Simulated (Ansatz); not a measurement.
Ansatz results at the PBE0-D4/def2-TZVP geometry: HOMO–LUMO gap (ωB97M-V/def2-TZVPP) 12.93 eV; HOMO energy (PBE/def2-TZVPP) -7.01 eV; size of the dipole moment (B3LYP/def2-TZVPP) 2.18 D.

Each molecule was computed in one conformer, which needn't be the lowest.

(1) Which molecule gave them?
A. `O[SiH](Cl)O[Si](F)(F)Cl`
B. `O[SiH](F)[SiH2]Cl`
C. `O[SiH](O)N[SiH](F)F`
D. `O[Si@@H](F)N[Si@@H](O)F`

Results:

(1) C. The others give `O[Si@@H](F)N[Si@@H](O)F`: 12.83, -7.05, 3.16; `O[SiH](Cl)O[Si](F)(F)Cl`: 13.65, -8.14, 2.20; `O[SiH](F)[SiH2]Cl`: 11.03, -6.96, 1.29.

B3LYP here is the variant with VWN-RPA as its local correlation; programs differ in this.
